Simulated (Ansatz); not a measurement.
`BB1C=C1` + H₂ → `B1C=C1` + BH₃ at 700 K and 1 bar (hydrogenolysis of a B–B bond).

Program: Ansatz. Geometries: PBE0-D4/def2-TZVP. ΔE: electronic, gas phase. CCSD(T)/CBS is the MP2 limit (def2-TZVPP, def2-QZVPP) plus CCSD(T) − MP2 in def2-TZVPP, frozen cores. This one scheme is used for every species.

| species | CCSD(T)/CBS energy (Eh) | H − E (kJ/mol) | S (J/(mol·K)) |
| --- | --- | --- | --- |
| `BB1C=C1` | -128.00789 | 198.4 | 363.1 |
| H₂ | -1.17544 | 46.8 | 155.3 |
| `B1C=C1` | -102.63332 | 149.8 | 298.3 |
| BH₃ | -26.55200 | 96.5 | 225.0 |

H − E and S are ideal-gas, rigid-rotor, harmonic terms from PBE0-D4/def2-TZVP. For small species the MP2-based limit differs from directly extrapolated CCSD(T) by up to some mEh (0.8 for H₂); such offsets cancel only in part. 1 Eh = 2625.50 kJ/mol, R = 8.31446 J/(mol·K).

Question: By hand: ΔE, ΔH, ΔS and ΔG.

Answer: ΔE = (-102.63332) + (-26.55200) − (-128.00789) − (-1.17544) = -0.00199 Eh = -5.2 kJ/mol. Δ(H − E) = 149.8 + 96.5 − 198.4 − 46.8 = 1.1, so ΔH = -4.1 kJ/mol. ΔS = 298.3 + 225.0 − 363.1 − 155.3 = 4.9 J/(mol·K). ΔG = -4.1 − 700 × (4.9)/1000 = -7.5 kJ/mol.

Question: By hand: the equilibrium constant, and the temperature at which ΔG would vanish if ΔH and ΔS stayed fixed.

Answer: log₁₀ K = −ΔG/(RT ln 10) = 0.6. ΔH and −TΔS have one sign here, so there is no such temperature.

TΔS isn't small against ΔH here. A doubt of 5 kJ/mol in ΔE shifts log₁₀ K by 0.4 here. These are equilibria of isolated gas molecules and say nothing of rates. Largest T1 diagnostic: 0.013 (customary marks: 0.02 for closed shells, 0.045 for open ones).

ΔS is within the doubt of such terms, so its sign, and with it that verdict, could turn.
